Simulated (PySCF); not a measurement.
Continuum solvent and chemical shifts

Molfile (atoms numbered from 1):
```
C6H10NOP
     RDKit          3D

 19 18  0  0  0  0  0  0  0  0999 V2000
   -2.0200    2.8524    1.3007 C   0  0  0  0  0  0  0  0  0  0  0  0
   -1.5184    1.8042    0.9450 C   0  0  0  0  0  0  0  0  0  0  0  0
   -0.7503    0.2288    0.5782 P   0  0  2  0  0  5  0  0  0  0  0  0
   -2.1241   -0.6830   -0.1874 C   0  0  0  0  0  0  0  0  0  0  0  0
    0.1039   -0.4527    1.7019 N   0  0  0  0  0  0  0  0  0  0  0  0
    0.3835    0.6325   -0.7908 C   0  0  0  0  0  0  0  0  0  0  0  0
    1.0727   -0.6434   -1.2537 C   0  0  0  0  0  0  0  0  0  0  0  0
    2.3723   -0.9660   -0.5832 C   0  0  0  0  0  0  0  0  0  0  0  0
    0.5435   -1.3537   -2.0763 O   0  0  0  0  0  0  0  0  0  0  0  0
   -2.4578    3.7848    1.6113 H   0  0  0  0  0  0  0  0  0  0  0  0
   -2.8479   -0.9540    0.5947 H   0  0  0  0  0  0  0  0  0  0  0  0
   -1.7129   -1.5948   -0.6438 H   0  0  0  0  0  0  0  0  0  0  0  0
   -2.6245   -0.0779   -0.9569 H   0  0  0  0  0  0  0  0  0  0  0  0
   -0.4162   -0.7574    2.5222 H   0  0  0  0  0  0  0  0  0  0  0  0
    1.0913    1.3769   -0.3992 H   0  0  0  0  0  0  0  0  0  0  0  0
   -0.2019    1.0601   -1.6168 H   0  0  0  0  0  0  0  0  0  0  0  0
    3.1131   -0.1746   -0.7806 H   0  0  0  0  0  0  0  0  0  0  0  0
    2.7497   -1.9336   -0.9356 H   0  0  0  0  0  0  0  0  0  0  0  0
    2.1816   -0.9827    0.5039 H   0  0  0  0  0  0  0  0  0  0  0  0
  1  2  3  0
  3  2  1  1
  3  4  1  0
  3  5  2  0
  3  6  1  0
  6  7  1  0
  7  8  1  0
  7  9  2  0
  1 10  1  0
  4 11  1  0
  4 12  1  0
  4 13  1  0
  5 14  1  0
  6 15  1  0
  6 16  1  0
  8 17  1  0
  8 18  1  0
  8 19  1  0
M  END
```

GIAO PBE0/pcSseg-1 in PySCF 2.14.0 with density-fitted response routines on one PBE0-D3(BJ)/def2-SVP conformer, non-relativistic, equivalent nuclei averaged. Solvents enter as an IEF-PCM continuum (cyclohexane with ε = 2.0, chloroform with ε = 4.7) around the gas-phase geometry. Shifts are referred to TMS computed in the same medium.

Gas phase, δ in ppm: C7 206.6, C1 95.8, C2 85.3, C6 47.3, C8 37.3, C4 21.8, H15 3.23, H10 2.79, H17/H18/H19 2.68, H16 2.05, H11/H12/H13 1.48, H14 0.42. Dipole moment 3.13 D.

Task: How does each δ change in the continuum?

Result: 
| atoms | environment | Δδ, cyclohexane | Δδ, chloroform |
| --- | --- | --- | --- |
| C7 | ketone carbonyl carbon | +2.9 | +5.1 |
| C1 | terminal alkyne carbon | +1.6 | +2.9 |
| C2 | alkyne carbon | +0.2 | +0.3 |
| C6 | sp3 CH2 bonded to P, α to a carbonyl | +0.6 | +1.1 |
| C8 | methyl carbon α to a carbonyl | +0.6 | +1.1 |
| C4 | methyl carbon bonded to P | +0.1 | +0.1 |
| H15 | hydrogen on an sp3 CH2 bonded to P, α to a carbonyl | +0.13 | +0.23 |
| H10 | hydrogen on a terminal alkyne carbon | +0.21 | +0.39 |
| H17/H18/H19 | hydrogen on a methyl carbon α to a carbonyl | +0.02 | +0.04 |
| H16 | hydrogen on an sp3 CH2 bonded to P, α to a carbonyl | +0.13 | +0.24 |
| H11/H12/H13 | hydrogen on a methyl carbon bonded to P | +0.06 | +0.10 |
| H14 | hydrogen on a nitrogen bonded to P | +0.06 | +0.11 |

Changes are relative to the gas phase. The dipole moment becomes 3.53 D in cyclohexane, 3.89 D in chloroform.

Task: Which nuclei move most (in ppm), and what does the model miss?

Result: C7 (ketone carbonyl carbon, +5.1 ppm) in chloroform. A continuum only polarises the solute; specific hydrogen bonds, the anisotropy of aromatic solvents and changes of geometry or conformer are outside it.
